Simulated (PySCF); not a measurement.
Nb(S)(F)(NH2)2 (FH₄N₂NbS), SMILES [Nb](=[S])([F])([NH2])[NH2], multiplicity 1.

Geometry optimised at B3LYP-D3(BJ)/def2-SVP. The multiplicity is an assumed one; other spin states were not compared. The def2 effective core potentials stand for the cores of Nb; spin–orbit coupling is left out. One conformer was computed; it need not be the lowest.

Calculation: PBE/def2-TZVP in PySCF.

The molecule is in vacuum.

Computed frontier levels, gap, dipole moment and polarisability:
```
Property                                                                                                       Result
---------------------------------------------------------------------------------------------  ----------------------
highest occupied level                                                                                       -6.39 eV
lowest empty level                                                                                           -2.61 eV
orbital gap                                                                                                   3.78 eV
dipole moment                                                                                                  4.18 D
quadrupole, principal values (traceless, Buckingham form, about the centre of nuclear charge)  -10.47, 1.77, 8.70 D·Å
mean static polarisability                                                                      79.2 bohr³ (11.73 Å³)
polarisability, principal values                                                               63.4, 77.6, 96.6 bohr³
```
